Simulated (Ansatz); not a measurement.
ClHZn (SMILES [Cl][ZnH]) moved off its minimum; all values from Ansatz (a quantum-chemistry and plane-wave program), cores frozen in correlated methods.
(charge 0, multiplicity 1)
```xyz
3

Zn     0.0918    -0.0162    -0.8128
H      0.2102     0.0116    -2.3363
Cl    -0.0506     0.1948     1.2824
```

Forces at B3LYP/def2-TZVPP (eV/Å):

| atom | Fx | Fy | Fz |
|---|---|---|---|
| Zn1 | 0.040 | 0.209 | -0.300 |
| H2 | -0.025 | -0.129 | 0.188 |
| Cl3 | -0.015 | -0.080 | 0.112 |

### Question
Give the forces (eV/Å), the total energy and the dipole at CCSD(T)/def2-TZVPPD.

### Answer

| atom | Fx | Fy | Fz |
|---|---|---|---|
| Zn1 | 0.038 | 0.202 | -0.287 |
| H2 | -0.031 | -0.120 | 0.272 |
| Cl3 | -0.008 | -0.082 | 0.015 |
Energy -2238.6437 hartree, dipole 1.81 D.
